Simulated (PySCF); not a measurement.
## Calculated data, AlB2FH3, CH6AlB2, AlBH3O

Calculation on a computer-drawn molecule: optimised geometry and harmonic frequencies of an isolated molecule of the commonest isotopes, restricted reference for singlets and unrestricted otherwise, frozen core in MP2. Program: PySCF 2.14.0.

(1) AlB2FH3

Start structure:
```xyz
7
AlB2FH3
B      2.0548    -0.0032    -2.1250
Al     1.5328    -1.6533    -0.8552
B      3.2469    -2.2372     0.6072
F      4.1403    -2.5624     1.3888
H      2.5768    -0.2040    -3.1795
H      1.8274     1.1145    -1.7731
H      0.4321    -2.6867    -0.4714
```

* charge: 1
* multiplicity: 1
* method: MP2
* basis: cc-pV(D+d)Z
* rotational constants: 13.63, 2.197, 1.923 GHz
* total energy: -392.5743 hartree
* convergence status largest gradient component: 3.023e-05 hartree/bohr

Drawn bonds:
```csv
atom,other atom,order
1,2,1
2,3,1
3,4,1
1,5,1
1,6,1
2,7,1
```

Optimised structure:
```xyz
7
AlB2FH3
B      2.0607    -0.0140    -2.1113
Al     1.5205    -1.6587    -0.8561
B      3.2276    -2.2231     0.5835
F      4.1469    -2.5370     1.3682
H      2.5937    -0.2148    -3.1694
H      1.8396     1.1123    -1.7556
H      0.4220    -2.6969    -0.4676
```

Modes:
```csv
frequency (cm⁻¹),reduced mass (dalton)
88.78,4.425
113.6,1.051
246.8,4.545
279.1,5.133
302.9,15.7
350.6,1.206
545,2.054
607.9,1.311
612.9,1.827
866.6,1.336
1159,1.111
1586,12.82
2056,1.045
2659,1.049
2768,1.127
```

(2) CH6AlB2

Start structure:
```xyz
10
CH6AlB2
B     -0.9708     2.0096     1.1914
Al    -0.1736     0.5707     2.2801
B      0.5575    -0.9865     1.1801
C      0.8662    -1.7243    -0.1298
H     -0.3138     2.8200     0.5922
H     -2.0483     1.9010     0.6626
H      0.0331     0.3217     3.8344
H     -0.0430    -1.8616    -0.7811
H      1.2721    -2.7390    -0.0781
H      1.5436    -1.1548    -0.7889
```

- charge: 0
- multiplicity: 2
- method: HF
- basis: cc-pV(D+d)Z
- rotational constants: 15.73, 2.165, 1.958 GHz
- total energy: -332.5463 hartree
- spin squared: 0.7597
- convergence status largest gradient component: 2.592e-05 hartree/bohr

Drawn bonds:
```csv
atom,other atom,order
1,2,1
2,3,1
3,4,1
1,5,1
1,6,1
2,7,1
4,8,1
4,9,1
4,10,1
```

Optimised structure:
```xyz
10
CH6AlB2
B     -1.1407     2.3701     1.2939
Al    -0.2070     0.5477     1.9668
B      0.4716    -0.8883     0.6656
C      1.0023    -2.0086    -0.2704
H     -0.5156     3.3729     1.0561
H     -2.3315     2.4712     1.1370
H     -0.0066     0.2440     3.5157
H      0.2230    -2.4803    -0.8758
H      1.4071    -2.7854     0.3950
H      1.8204    -1.6863    -0.9210
```

Modes:
```csv
frequency (cm⁻¹),reduced mass (dalton)
79.71,1.121
97.12,3.196
110.3,1.05
154.9,3.184
280.4,2.738
349.6,1.106
456.9,5.326
559.2,1.9
593.8,1.309
617.9,1.696
815.1,1.567
895.4,1.302
905.2,1.366
1169,3.609
1247,1.129
1430,1.417
1515,1.043
1551,1.063
1941,1.042
2637,1.055
2702,1.12
3137,1.042
3208,1.089
3235,1.103
```

(3) AlBH3O

Start structure:
```xyz
6
AlBH3O
B      0.4944    -0.0007     0.0732
Al    -1.6121     0.0766    -0.1507
O     -2.3933     1.1951     0.7394
H      0.9257    -0.5013     1.0245
H      1.1871     0.7056    -0.3975
H     -2.3379    -0.9257    -1.2225
```

* charge: -1
* multiplicity: 1
* method: HF
* basis: aug-cc-pV(D+d)Z
* rotational constants: 29.11, 5.6, 4.881 GHz
* total energy: -343.2036 hartree
* convergence status largest gradient component: 3.441e-05 hartree/bohr

Drawn bonds:
```csv
atom,other atom,order
1,2,1
2,3,1
1,4,1
1,5,1
2,6,1
```

Optimised structure:
```xyz
6
AlBH3O
B      0.4746     0.0483     0.1565
Al    -1.6951     0.1843    -0.0843
O     -2.6404     1.2361     0.7136
H      1.0366    -0.6551     0.9774
H      1.2837     0.6677    -0.5117
H     -2.1955    -0.9317    -1.1851
```

Modes:
```csv
frequency (cm⁻¹),reduced mass (dalton)
171.8,4.119
180.5,1.092
376.6,1.134
506.2,3.905
615.3,1.445
697.3,1.227
897,1.401
1040,11.88
1248,1.143
1697,1.04
2519,1.058
2545,1.115
```
